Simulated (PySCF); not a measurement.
## Computed spin Hamiltonian

Species: C5H9ClFO (doublet state).
SMILES with atom numbers: `[CH3:1][CH2:2][C@H:3]([CH:4][Cl:5])[O:6][CH2:7][F:8]` (hydrogens: H9, H10, H11 on C1; H12, H13 on C2; H14 on C3; H15 on C4; H16, H17 on C7)

Geometry (GFN2-xTB, Å), atoms numbered from 1 in this order:
```
atom  x, y, z in Å
C1     2.0371    0.8305    0.1703
C2     1.3068   -0.4232   -0.2890
C3    -0.1755   -0.4012    0.1463
C4    -0.8616   -1.6845   -0.1459
Cl5   -0.7069   -2.9758    0.9313
O6    -0.7976    0.6619   -0.5839
C7    -2.0415    1.0044   -0.1441
F8    -1.9798    1.6436    1.0775
H9     1.5433    1.7130   -0.2259
H10    2.0452    0.8942    1.2560
H11    3.0649    0.8137   -0.1841
H12    1.7751   -1.3129    0.1341
H13    1.3315   -0.4951   -1.3765
H14   -0.2193   -0.1849    1.2241
H15   -1.1583   -1.9284   -1.1513
H16   -2.4660    1.7206   -0.8552
H17   -2.7042    0.1362    0.0066
```

The hyperfine couplings belong to this conformer and change with its torsions.

The calculation used UKS B3LYP, pcH-1 on C Cl F H O, non-relativistic, mean-field spin-orbit, GIAO in PySCF. Geometry: GFN2-xTB, one conformer, isolated molecule. Couplings are sensitive to structure, and on GFN2-xTB geometries they can be far from those on DFT ones. No stability test was run, so a lower SCF solution isn't excluded.

* g1, g2, g3: 2.00164, 2.00775, 2.00930
* g_iso: 2.00623
* Form of g: rhombic: the two nearest values differ by 20 % of g3 − g1
* ⟨S²⟩: 0.7539 (exact 0.7500)
* HOMO–LUMO gap, α and β orbitals: 6.87, 5.97 eV
* Total energy: -831.18250 Eh

Isotropic coupling and dipolar principal values T1 to T3, in MHz; ρ(0) is the spin density at the nucleus:

```csv
atom,isotope,a_iso,of which spin–orbit,T1,T2,T3,Mulliken spin population,ρ(0) (bohr⁻³)
C1,13C,6.2,0.0,-1.5,-1.4,2.9,0.01,0.0055
C2,13C,51.4,0.0,-5.5,-5.2,10.7,0.04,0.0457
C3,13C,-29.3,0.0,-2.4,-1.9,4.3,-0.06,-0.0261
C4,13C,132.0,0.5,-79.6,-78.9,158.5,0.92,0.1169
Cl5,35Cl,6.1,-0.1,-32.3,-22.1,54.4,0.10,0.0141
O6,17O,-10.2,0.0,-3.2,1.3,1.9,0.00,0.0168
C7,13C,4.2,0.0,-1.9,-0.3,2.3,0.01,0.0037
F8,19F,2.9,0.0,-4.9,-1.9,6.9,0.00,0.0007
H9,1H,-0.4,0.0,-1.6,-0.8,2.4,0.00,-0.0001
H10,1H,-0.7,0.0,-1.6,-0.7,2.3,0.00,-0.0002
H11,1H,5.8,0.0,-1.4,-0.5,1.9,0.00,0.0013
H12,1H,-1.6,0.0,-5.0,-1.7,6.7,0.00,-0.0004
H13,1H,-3.6,0.0,-4.6,-1.9,6.6,0.00,-0.0008
H14,1H,35.0,0.0,-5.6,-4.2,9.8,0.01,0.0078
H15,1H,-50.9,0.1,-36.4,-1.7,38.1,-0.04,-0.0114
H16,1H,-0.3,0.0,-1.6,-1.3,2.9,0.00,-0.0001
H17,1H,0.4,0.0,-6.3,-3.6,9.9,0.00,0.0001
```

Largest spin populations (Mulliken): C4 (+0.92), Cl5 (+0.10) and C3 (-0.06). No atom but C4 exceeds +0.15. The angles at C4 add up to 356.6°, so it is nearly planar; its axial dipolar tensor and the negative coupling of its proton fit spin in a p orbital normal to that plane.

Axes: g2 points within 7° of the C4–Cl5 bond.

Under fast tumbling the dipolar parts average out, and these isotropic splittings remain (the largest six): 1 × 1H (H15, I = 1/2, 2 lines) with 1.81 mT, 1 × 1H (H14, I = 1/2, 2 lines) with 1.25 mT, 1 × 35Cl (Cl5, I = 3/2, 4 lines) with 0.22 mT, 1 × 1H (H13, I = 1/2, 2 lines) with 0.13 mT, 1 × 19F (F8, I = 1/2, 2 lines) with 0.10 mT and 1 × 1H (H12, I = 1/2, 2 lines) with 0.06 mT.

Means are taken over nuclei equivalent by connectivity, which assumes that they swap fast. The three 1H nuclei of mean +1.6 MHz run from -0.7 to 5.8 MHz in the frozen geometry.

Main isotope only: 35Cl (natural samples also hold 24 % 37Cl, magnetic too, which adds its own pattern).

The 13C coupling of C4 (132.0 MHz) shows only in satellite lines or after enrichment, since that isotope makes up about 1.07 % of natural carbon.

The 17O coupling of O6 (-10.2 MHz) shows only in satellite lines or after enrichment, since that isotope makes up about 0.038 % of natural oxygen.

The spin density at the nucleus, in bohr⁻³, is negative for C3 (-0.0261) and H15 (-0.0114), for instance. A restricted open-shell determinant has no negative spin density anywhere; here it arises because α and β orbitals differ (spin polarisation).
